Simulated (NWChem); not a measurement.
Lowest excitation of HFSSn

```
Sn
F 1 1.9568
S 1 2.4515 2 94.74
H 3 1.3533 1 91.84 2 180.00
```
Charge 0, spin multiplicity 1.

All runs are NWChem calculations. The geometry was optimised at PBE0/def2-SVP with def2 effective core potentials on Sn, a minimum by its harmonic frequencies. It is one conformer; others weren't searched.

Basis set: def2-SVPD.

Costs are rough ratios of processor time within this set of runs, SCF included, with TDA-LDA (SVWN5) as 1.

Effective core potentials replace the inner electrons of Sn; spin-orbit coupling is left out. The correlated methods keep 10 core orbitals frozen. B3LYP has NWChem's definition, with VWN1-RPA local correlation. The structure started from a generated list of species. Coupled-cluster values serve here as a point of comparison, not as the truth.

| method | lowest vertical singlet excitation energy (eV) | relative cost |
|---|---|---|
| TDA-LDA (SVWN5) | 3.63 | 1 |
| TD-B3LYP | (withheld) | 4 |
| CIS | 4.19 | 3 |
| EOM-CCSD | 3.86 | under 3 |
| TD-PBE | (withheld) | under 3 |

Q: What belongs in the gaps?

A: 
- TD-B3LYP, lowest vertical singlet excitation energy (eV): 3.65
- TD-PBE, lowest vertical singlet excitation energy (eV): 3.57
